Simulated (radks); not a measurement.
Results of a calculation; reference values are marked as such.
Problem. The mean radii <r> (bohr) of the occupied orbitals of an atom or ion are listed with their occupations. Code: a radial shooting solver on a logarithmic mesh with Libxc functionals. Model: scalar-relativistic Kohn-Sham, SCAN, spin-unpolarised, spherical densities, finite nucleus; meta-GGA in the generalised Kohn-Sham scheme; Fermi nuclear charge, rms radius of each element as measured or else 0.836 A^(1/3) + 0.57 fm.

orbital  occ.      <r>
1s          2  0.02507
2s          2   0.1074
2p          6  0.09425
3s          2   0.2846
3p          6   0.2828
3d         10   0.2600
4s          2   0.6543
4p          6   0.6931
4d         10   0.7682
5s          2    1.571
5p          6    1.816
5d          2    2.898

Name the element and its charge.

Solution. Z = 57, lanthanum, charge +1: La+ in [Xe] 5d2. The 1s radius gives Z: for a bare nucleus <r> = (2 gamma + 1)/(2Z) with gamma = sqrt(1 - (Z/c)^2), 0.02473 bohr for Z = 57, and screening makes it slightly larger (0.02507 here). The occupations add up to 56, and the charge is Z minus that.
